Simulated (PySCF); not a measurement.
C8H10S, SMILES CSc1ccccc1C, singlet at its GFN2-xTB optimised geometry (Å):

```
19

C     -0.0356     2.6169    -0.0161
S     -1.2597     1.2781    -0.0008
C     -0.2871    -0.2029    -0.0005
C      1.0991    -0.1991    -0.0002
C      1.7960    -1.3953     0.0001
C      1.1143    -2.5974     0.0000
C     -0.2710    -2.5974     0.0000
C     -0.9905    -1.4142     0.0000
C     -2.4857    -1.4136     0.0010
H      0.5782     2.5742     0.8792
H     -0.6141     3.5359    -0.0211
H      0.5709     2.5595    -0.9155
H      1.6516     0.7269     0.0001
H      2.8759    -1.3792     0.0005
H      1.6561    -3.5312     0.0000
H     -0.8068    -3.5359     0.0000
H     -2.8622    -0.8821    -0.8731
H     -2.8759    -2.4278    -0.0046
H     -2.8608    -0.8926     0.8819
```

Level of theory: B3LYP/def2-SVP run with PySCF. Cells within 0.4 Å of a nucleus heavier than hydrogen are left out (blank, or x).

Map of the electrostatic potential (hartree/e), clipped to [-0.08, 0.12] on the plane z = 0.0 Å:

```
|11111111111111111111111111111|
|11111111112222221111111111111|
|11111111122222222211111111111|
|11111111122333222221111111111|
|11111111123588432222111111111|
|11111111123999953222211111111|
|11111111124999996322221111111|
|11110001124899x99422221111111|
|1110000014999xx99432222111111|
|11000000299999999433222111111|
|11000000399999996554322111111|
|11000000499x99976999422111111|
|11000000499999999999522111111|
|11100001399999999999422111111|
|1111111247999xx9xx99422211111|
|1111112699999xx9xx99643221111|
|11111269999999999999997321111|
|11111299xx9xx99999xx999421111|
|11111299x999x99999x9999421111|
|11111299999999999999964221111|
|1111139998699xx9xx99422211111|
|11111269944999999999321111111|
|11111234335999999999421111111|
|11111122224999646999421111111|
|11111111223585323585321111111|
|11111111112232212222211111111|
|11111111111221111111111111111|
|11111111111111111111111111111|
|11111111111111111111111111111|
```
Scale: ten equal steps from -0.019 (start of '0') to 0.120 (end of '9'), in the order '0123456789'; x runs from -6.00 to 6.00, y from -6.00 (bottom) to 6.00 (top).
